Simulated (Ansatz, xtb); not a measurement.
## Two isomers of C4H4N2S2

Structure X: `CC(=S)c1ncsn1`, a singlet. Structure Y: `c1nc2c([nH]1)SSC2`, a singlet. Both are isolated molecules in the gas phase, relaxed with PBE0-D3(BJ)/def2-SVP, each in the lowest conformer that the search found.

Quicker runs give these differences E(Y) − E(X): GFN2-xTB −23.3 kcal/mol; HF/STO-3G −37.6 kcal/mol (at GFN2-xTB geometries); r2SCAN-D4/def2-SVP −6.8 kcal/mol (at GFN2-xTB geometries).

**Question.** Estimate E(Y) − E(X) at the level CCSD(T)/def2-SVP + ΔMP2/def2-TZVPP.

**Answer.** Calculated at CCSD(T)/def2-SVP + ΔMP2/def2-TZVPP: E(Y) − E(X) = −4.3 kcal/mol, so structure Y lies lower.

The same difference at several levels:

| level | geometry | E(Y) − E(X) (kcal/mol) | departure from the last row (kcal/mol) | job, with rough time for the two |
| --- | --- | --- | --- | --- |
| GFN2-xTB | GFN2-xTB | −23.3 | −19.1 | optimisation, 0.12 s |
| HF/STO-3G | GFN2-xTB | −37.6 | −33.3 | single point, 0.38 s |
| r2SCAN-D4/def2-SVP | GFN2-xTB | −6.8 | −2.5 | single point, 3.3 s |
| PBE0-D3(BJ)/def2-SVP | PBE0-D3(BJ)/def2-SVP | −12.8 | −8.5 | optimisation, 37 s |
| HF/def2-SVP | PBE0-D3(BJ)/def2-SVP | −9.8 | −5.5 | part of the CCSD(T) run |
| MP2/def2-SVP | PBE0-D3(BJ)/def2-SVP | −4.4 | −0.1 | part of the CCSD(T) run |
| CCSD(T)/def2-SVP | PBE0-D3(BJ)/def2-SVP | −3.2 | +1.1 | single point |
| CCSD(T)/def2-SVP + ΔMP2/def2-TZVPP | PBE0-D3(BJ)/def2-SVP | −4.3 |  | single point, 57 s |

As drawn, Y has 1 C∷N, 1 C∷C, 2 C–S, 1 S–S, 1 N–H in place of 1 C–C, 1 C=S, 1 C∷S, 1 N∷S, 1 C–H (∷ is an aromatic bond). Structure X has a 5-membered ring (with an aromatic ring), Y 2 5-membered rings (with an aromatic ring).

None of the levels shown reverses the order. The largest departure from CCSD(T)/def2-SVP + ΔMP2/def2-TZVPP is that of HF/STO-3G, 33.3 kcal/mol. The last row adds to CCSD(T) the change of the MP2 difference between the two basis sets, here −1.1 kcal/mol.

With thermal terms from frequencies at re-optimised GFN2-xTB minima (ideal gas, soft modes damped towards free rotors, one conformer each, 298.15 K, 1 atm): the zero-point term adds +1.6 kcal/mol; ΔH is −3.2 and ΔG −1.6 kcal/mol.

The correlated steps freeze 16 core orbitals. Codes used: Ansatz 0.2.0, xtb 6.7.1; the last row on 4 threads of Arm Neoverse V2 on a shared host.
